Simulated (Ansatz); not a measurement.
A nudged elastic band was laid between two geometries of BF2HO + H2 (7 atoms, charge 0, multiplicity 1).

All numbers below come from Ansatz 0.2.0, RKS PBE0-D4/6-31G*.

```json
{"movable images": "5", "climbing image": "yes", "spring": "5.0 eV/Å²", "optimiser": "quadratic models (default)", "start path": "straight line", "force threshold": "0.05 eV/Å", "iteration limit": "60", "end points": "relaxed"}
```

Image 0:

```xyz
7
Properties=species:S:1:pos:R:3
B -0.036 -0.684 0.008
O 0.045 -0.402 1.326
H -0.821 -0.213 1.705
F 1.062 -0.966 -0.666
F -1.198 -0.686 -0.638
H -0.012 2.976 1.276
H 0.172 2.256 1.314
```

Image 6:

```xyz
7
Properties=species:S:1:pos:R:3
B 0.064 0.721 -0.015
O -0.238 0.171 1.683
H 0.308 -0.631 1.749
F 0.988 -0.211 -0.368
F -1.181 0.515 -0.519
H 0.430 1.850 0.144
H -1.160 -0.133 1.652
```

What changes between the two ends?

Bonds broken: H6–H7. Bonds formed: B1–H6, O2–H7. BF2HO + H2 becomes BF2H3O.

What energy profile does the band end with?

The forces met the threshold. The highest image is number 3 of 0 to 6, 2.03 eV above the first end and 1.21 eV above the last; the last end lies 0.83 eV above the first. Neighbouring images differ by up to 1.9 eV, so the band resolves the path poorly. Another band between the same ends (5 images) ends at a top of the same energy, where a vibrational analysis finds 1 clearly imaginary mode. The orbitals stay closed-shell, which can raise the energy where a bond breaks towards radicals; this wasn't checked here.

| image | path coordinate (Å) | energy (eV) | H6–H7 (Å) | B1–H6 (Å) | O2–H7 (Å) |
| --- | --- | --- | --- | --- | --- |
| 0 | 0.00 | 0.00 | 0.74 | 3.87 | 2.66 |
| 1 | 0.98 | 0.01 | 0.74 | 3.20 | 2.75 |
| 2 | 1.97 | 0.18 | 0.74 | 2.29 | 2.19 |
| 3 | 2.95 | 2.03 | 1.05 | 1.38 | 1.25 |
| 4 | 3.94 | 0.89 | 2.23 | 1.21 | 0.97 |
| 5 | 4.94 | 0.86 | 2.60 | 1.20 | 0.97 |
| 6 | 5.93 | 0.83 | 2.96 | 1.20 | 0.97 |

What is the geometry of the highest image?


```xyz
7
Properties=species:S:1:pos:R:3
B 0.004 0.326 0.109
O 0.149 -0.183 1.561
H -0.668 -0.652 1.799
F 1.143 0.249 -0.581
F -1.139 -0.111 -0.453
H -0.178 1.628 0.519
H -0.099 1.023 1.372
```

Time of the run: 2.2 min on 1 thread of Arm Neoverse V2, on a shared host, peak memory 0.11 GiB.
